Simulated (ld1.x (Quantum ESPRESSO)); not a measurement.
**Os (Z = 76), TM: configuration errors across variants**

- Element: Os
- Generator: ld1.x (Quantum ESPRESSO) 7.5
- Type: norm-conserving Troullier–Martins (Kleinman–Bylander form)
- Functional: LDA (PZ)
- Relativity: scalar-relativistic
- Frozen core: [Kr] 4d10 4f14 5s2
- Valence charge: 14
- Reference configuration: 5p6 5d6 6s2 6p0
- Partial waves: 6s (bound): rc 2.70 bohr; 5p (bound): rc 1.80 bohr; 5d (bound): rc 1.60 bohr
- Local potential: all-electron potential smoothed inside 2.10 bohr (lloc = -1)
- Core correction: none

All-electron excitation energies from the reference (eV): (1) 5p6 5d6 6s1 6p0 9.864; (2) 5p6 5d6 6s0 6p0 27.147; (3) 5p6 5d5 6s0 6p0 56.302; (4) 5p6 5d6 6s1 6p1 5.143; (5) 5p6 5d6 6s0 6p1 16.111; (6) 5p6 5d7 6s0 6p0 9.397; (7) 5p6 5d4 6s0 6p0 98.096; (8) 5p6 5d6 6s2 6p0 spin -2.020; (9) 5p6 5d6 6s1 6p0 spin 6.898.

Spin tests fill each open shell by Hund’s rule, majority spin first.

3 further variants failed, have other tests or another functional or relativity, and are left out.

A true bound ghost makes a file unfit for plane-wave use even where its test errors are small: the radial tests pick states by their node count and pass the ghost by.

Errors AE − PS in meV (a dash: test not solved or not reliable):

| change | (1) | (2) | (3) | (4) | (5) | (6) | (7) | (8) | (9) | bound ghosts |
| --- | --- | --- | --- | --- | --- | --- | --- | --- | --- | --- |
| base | -8.1 | -30 | +3.9 | -3.0 | -20 | -53 | +46 | +337 | +404 | s |
| wave 5p (bound): rc 1.80 bohr becomes 5p (bound): rc 1.16 bohr | -8.2 | -30 | +4.0 | -39 | -78 | -55 | +41 | +317 | +381 | s |
| local potential all-electron potential smoothed inside 1.40 bohr (lloc = -1) | -6.6 | -29 | +11 | +77 | +112 | -50 | +73 | +339 | +407 | s |
| wave 5d (bound): rc 1.60 bohr becomes 5d (bound): rc 1.04 bohr | -8.2 | -30 | +7.3 | -3.1 | -20 | -56 | +54 | +322 | +388 | s |
| local potential all-electron potential smoothed inside 1.38 bohr (lloc = -1) | -6.5 | -29 | +11 | +85 | +126 | -50 | +74 | +340 | +407 | s |
| wave 6s (bound): rc 2.70 bohr becomes 6s (bound): rc 3.46 bohr | -11 | -61 | -191 | -8.0 | -44 | +29 | -356 | +340 | +409 | s |

Task: Give the same row for: core correction a·sin(br)/r model core inside 1.40 bohr.

Result: -9.0, -35, -13, -3.5, -23, -58, -10, +132, +169; bound ghosts: s.
